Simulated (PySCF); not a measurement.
Ga(OH)(SiH3)2 (GaH₇OSi₂), SMILES [SiH3][Ga]([SiH3])[OH].

Geometry: B3LYP-D3(BJ)/def2-SVP. The structure was generated by enumeration; whether it is a known compound was not checked. One conformer was computed; it need not be the lowest.

Two levels are set side by side: TDDFT-PBE/def2-SVPD (PySCF) and TDDFT-PBE0/def2-SVPD (PySCF). Vertical, same geometry. The lowest singlet is HOMO→LUMO 99 % with PBE and HOMO→LUMO 99 % with the other functional; states are paired by order. Differences are taken from unrounded values.

```
quantity                               TDDFT-PBE0
-------------------------------------  ----------
lowest singlet excitation (eV)               4.15
lowest triplet excitation (TDA) (eV)         3.57
first bright state (f over 0.05) (eV)        6.23
its oscillator strength                      0.48
```

### Question
What does TDDFT-PBE give, and how far is it from TDDFT-PBE0? (The exact figures need the calculation; the answer reports its results.)

### Answer

```tsv
quantity	TDDFT-PBE	TDDFT-PBE minus TDDFT-PBE0
lowest singlet excitation (eV)	3.88	-0.27
lowest triplet excitation (TDA) (eV)	3.39	-0.18
first bright state (f over 0.05) (eV)	5.74	-0.49
its oscillator strength	0.32	-0.16
```

Functionals without exact exchange tend to place singlet excitations lower, as here. Differences between two approximate levels are no errors against the true value.

Rough cost on one machine, each run with all the roots and properties that it gave: TDDFT-PBE0 against TDDFT-PBE about 4 times.
